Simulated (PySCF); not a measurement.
Compound: 4-pyridine carbaldehyde, C6H5NO.
Bonds: O1–C2 (double), C2–C3, C3–C4 (aromatic), C4–C5 (aromatic), C5–N6 (aromatic), N6–C7 (aromatic), C7–C8 (aromatic), C3–C8 (aromatic). Hydrogens: H9 on C2; H10 on C4; H11 on C5; H12 on C7; H13 on C8.

The same species was optimised twice, with GFN2-xTB and with PBE0-D3(BJ)/def2-SVP (PySCF), and the same property calculations (PySCF, gas phase) were run on both structures.

| coordinate | GFN2-xTB | PBE0-D3(BJ)/def2-SVP | change |
| --- | --- | --- | --- |
| C2–C3 (Å) | 1.475 | 1.485 | +0.010 |
| N6–C7 (Å) | 1.322 | 1.333 | +0.011 |
| C4–C5 (Å) | 1.386 | 1.395 | +0.009 |
| C5–N6 (Å) | 1.322 | 1.329 | +0.007 |
| C7–C8 (Å) | 1.385 | 1.391 | +0.006 |
| C3–C8 (Å) | 1.395 | 1.397 | +0.002 |
| O1=C2 (Å) | 1.202 | 1.203 | +0.001 |
| C3–C4 (Å) | 1.394 | 1.395 | +0.001 |
| O1–C2–C3 (°) | 125.0 | 123.9 | -1.1 |
| C5–N6–C7 (°) | 118.6 | 118.2 | -0.4 |
| C4–C3–C8 (°) | 118.5 | 118.7 | +0.2 |
| N6–C7–C8 (°) | 123.2 | 123.4 | +0.2 |
| C2–C3–C4 (°) | 121.1 | 120.9 | -0.2 |
| C3–C4–C5 (°) | 118.2 | 118.3 | +0.1 |
| C3–C8–C7 (°) | 118.3 | 118.2 | -0.1 |
| C4–C5–N6 (°) | 123.3 | 123.2 | -0.1 |
| O1–C2–C3–C4 (°) | 180 | 180 | 0 |

Rotational constants: A = 5590, B = 1576, C = 1230 MHz (GFN2-xTB) against A = 5531, B = 1568, C = 1221 MHz (PBE0-D3(BJ)/def2-SVP). Point groups within 0.08 Å: Cs and Cs.

On the GFN2-xTB structure: HOMO (eV) -7.78 [PBE0/pcSseg-1]; LUMO (eV) -2.44 [PBE0/pcSseg-1]; dipole (D) 1.75 [PBE0/pcSseg-1]; GIAO shielding of O1 (ppm) -355.4 [PBE0/pcSseg-1]; GIAO shielding of C2 (ppm) -10.5 [PBE0/pcSseg-1]; GIAO shielding of C3 (ppm) 41.3 [PBE0/pcSseg-1]; GIAO shielding of C4/C8 (mean) (ppm) 58.9 [PBE0/pcSseg-1]; GIAO shielding of C5/C7 (mean) (ppm) 29.5 [PBE0/pcSseg-1]; GIAO shielding of N6 (ppm) -115.7 [PBE0/pcSseg-1].

Q: What do these properties become on the PBE0-D3(BJ)/def2-SVP structure?

A: 
```tsv
property	level	on GFN2-xTB	on PBE0-D3(BJ)/def2-SVP	change
HOMO (eV)	PBE0/pcSseg-1	-7.78	-7.80	-0.02
LUMO (eV)	PBE0/pcSseg-1	-2.44	-2.44	0.00
dipole (D)	PBE0/pcSseg-1	1.75	1.76	+0.01
energy, GFN2-xTB geometry as zero (kcal/mol)	PBE0/pcSseg-1	0.0	-0.3	-0.3
GIAO shielding of O1 (ppm)	PBE0/pcSseg-1	-355.4	-357.6	-2.2
GIAO shielding of C2 (ppm)	PBE0/pcSseg-1	-10.5	-11.0	-0.5
GIAO shielding of C3 (ppm)	PBE0/pcSseg-1	41.3	40.2	-1.1
GIAO shielding of C4/C8 (mean) (ppm)	PBE0/pcSseg-1	58.9	57.2	-1.7
GIAO shielding of C5/C7 (mean) (ppm)	PBE0/pcSseg-1	29.5	27.0	-2.5
GIAO shielding of N6 (ppm)	PBE0/pcSseg-1	-115.7	-119.4	-3.7
```

The heavy atoms differ by 0.008 Å rms after alignment. Among bonds between heavy atoms C2–C3 and N6–C7 change most and about equally (+0.010 to +0.011 Å). Changes are differences of the printed values. Neither structure is proved a minimum here.

Shape of the structure used: `[O:1]=[CH:2][c:3]1[cH:4][cH:5][n:6][cH:7][cH:8]1`: O1–C2–C3–C4 180°.
